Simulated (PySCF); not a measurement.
Start geometry of Cl4Ge4Se6 ((ClGe)4Se6 adamantane) from GFN2-xTB (Å):
```
atom  x, y, z in Å
Ge1   -0.1837    0.7735   -2.1169
Cl2   -0.4849    1.6099   -4.0782
Se3    2.0633    0.2626   -1.9713
Ge4    2.2988   -0.6000    0.3265
Cl5    4.1951   -1.1802    0.6137
Se6    1.7256    1.0982    2.0362
Ge7   -0.5706    1.5996    1.5436
Cl8   -1.0994    3.0883    2.9320
Se9   -0.9258    2.6833   -0.5795
Se10  -2.1276   -0.2739    1.9803
Ge11  -1.3811   -1.8583    0.2763
Cl12  -2.5729   -3.5324    0.4990
Se13  -1.8246   -1.0530   -2.0698
Se14   0.8682   -2.6613    0.6514
```

Task: What comes out of this run: PBE0-D3(BJ)/def2-SVP geometry optimisation, gas phase (PySCF 2.14.0)?

Result: 
```
atom  x, y, z in Å
Ge1   -0.2518    0.7988   -2.0085
Cl2   -0.4538    1.5910   -3.9975
Se3    2.0473    0.3144   -1.8605
Ge4    2.0906   -0.4964    0.3438
Cl5    4.1604   -0.9734    0.6793
Se6    1.6197    1.1024    2.0042
Ge7   -0.6346    1.4796    1.4556
Cl8   -1.2853    2.9421    2.8866
Se9   -0.9620    2.5538   -0.6091
Se10  -2.0498   -0.3495    1.8619
Ge11  -1.2143   -1.7967    0.2094
Cl12  -2.4000   -3.5720    0.4477
Se13  -1.6625   -1.0906   -1.9910
Se14   0.9766   -2.5473    0.6214
```

The energy falls by 28.6 kcal/mol over 9 energy and gradient evaluations, the largest force component goes from 0.0942 to 3.7e-04 Eh/bohr, and the atoms move by 0.123 Å rms after alignment. The bond that changes most is Ge1–Se9 (ends: germanium bonded to Cl and 3 Se; selenium bonded to 2 Ge), which shortens by 0.207 Å. Bonds longer at the end by more than 0.005 Å: 4 of 16; shorter: 11. Among the angles that change most is Ge4–Se14–Ge11, from 103.6° to 98.2°. The orientation of the end geometry is arbitrary; only internal coordinates are fixed.

The run used 392 basis functions and 64 SCF cycles in all. On 2 threads, Intel Xeon 6975P-C (x86_64), shared host, this took 23 min wall, 45 min CPU and 6.2 GiB of memory at its peak.

No PBE0-D3(BJ)/def2-SVP frequencies stand behind this structure, so it isn't proved a minimum. The numbers are those of one conformer.
